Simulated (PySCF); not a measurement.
Compound: GeH8OSi2.
Bonds: Si1–O2, O2–Si3, Si3–Ge4. Hydrogens: H5, H6, H7 on Si1; H8, H9 on Si3; H10, H11, H12 on Ge4.

Method used: PySCF, PBE0-D3(BJ)/def2-SVP geometry optimisation, gas phase.

Task: List the bond lengths, angles and torsions at this level.

Result: 
```tsv
bond	length (Å)
Si1–O2	1.658
O2–Si3	1.662
Si3–Ge4	2.382
Si1–H5, Si1–H6, Si1–H7	1.493
Si3–H8, Si3–H9	1.495
Ge4–H10, Ge4–H11, Ge4–H12	1.541
```

Bonds in one row agree within 0.01 Å and their mean is given. A selection of angles:
```tsv
angle	degrees
O2–Si1–H5	110.3
O2–Si1–H7	108.3
H5–Si1–H6	108.8
Si1–O2–Si3	145.2
O2–Si3–Ge4	109.1
O2–Si3–H8	108.5
Ge4–Si3–H8	110.6
Ge4–Si3–H9	109.9
H8–Si3–H9	108.4
Si3–Ge4–H10	110.2
Si3–Ge4–H11	110.7
H10–Ge4–H11	108.2
```

Dihedral angles: Si1–O2–Si3–Ge4 -95° (anticlinal). The mirror-image conformer, all signs reversed, is as good.

Si1 (oxygen-bound silicon) is tetrahedral (angles from 108.3° to 110.5°). Ge4 (germanium bonded to Si and 3 H) is tetrahedral (angles from 108.2° to 110.8°). Si3 (oxygen-bound silicon) is tetrahedral (angles from 108.4° to 110.6°).

Point group: C1 (no symmetry element, even within 0.4 Å). No frequency check. The numbers are those of one conformer.
